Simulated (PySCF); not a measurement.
## Calculated data, CH$_{6}$BGe

Calculation on a computer-drawn molecule: optimised geometry and harmonic frequencies of an isolated molecule of the commonest isotopes, restricted reference for singlets and unrestricted otherwise, frozen core in MP2; on germanium a core potential holds 10 electrons, which the energies leave out, and 3d is frozen in MP2 and coupled-cluster steps. Program: PySCF 2.14.0.

```yaml
- formula: CH6BGe
  start_structure:
    atoms_angstrom:
      - [C, 1.1949, 1.5565, -0.1587]
      - [B, -0.0549, 0.8803, -0.4789]
      - [Ge, -1.7333, -0.0289, -0.9416]
      - [H, 2.0113, 0.9194, -0.0669]
      - [H, 1.4879, 2.3084, -0.9735]
      - [H, 1.1743, 2.1701, 0.7574]
      - [H, -1.6676, -0.6389, -2.1787]
      - [H, -2.8452, 1.0349, -0.9757]
      - [H, -2.0785, -0.9157, 0.1672]
  given:
    charge: 1
    multiplicity: 1
    method: HF
    basis: cc-pVDZ
    basis_and_core_potential_on_germanium: "cc-pVDZ-PP ECP10MDF"
    drawn_bonds_atom: [1, 2, 1, 1, 1, 3, 3, 3]
    drawn_bonds_other_atom: [2, 3, 4, 5, 6, 7, 8, 9]
    drawn_bonds_order: [1, 1, 1, 1, 1, 1, 1, 1]
  results:
    optimised_atom_element: [C, B, Ge, H, H, H, H, H, H]
    "optimised_atom_x [angstrom]": [1.252, -0.04033, -1.883, 2.053, 1.512, 1.161, -1.615, -2.882, -2.068]
    "optimised_atom_y [angstrom]": [1.618, 0.9353, -0.03726, 0.8737, 2.317, 2.175, -0.7021, 1.103, -0.9961]
    "optimised_atom_z [angstrom]": [-0.1661, -0.4807, -0.9294, -0.06561, -0.9717, 0.7755, -2.266, -0.9765, 0.2312]
    "modes_frequency [cm^-1]": [25.79, 208.9, 208.9, 354.0, 539.7, 539.7, 795.6, 795.7, 866.0, 942.7, 942.8, 1183, 1446, 1466, 1466, 2300, 2305, 2305, 3132, 3226, 3226]
    "modes_reduced_mass [dalton]": [1.008, 2.147, 2.147, 5.848, 1.111, 1.111, 1.603, 1.603, 1.038, 1.031, 1.031, 2.46, 1.748, 1.045, 1.045, 1.01, 1.025, 1.025, 1.036, 1.098, 1.098]
    "rotational_constants [GHz]": [51.57, 2.497, 2.497]
    "total_energy [hartree]": -359.1279
    "convergence_status_largest_gradient_component [hartree/bohr]": 4.273e-05
```
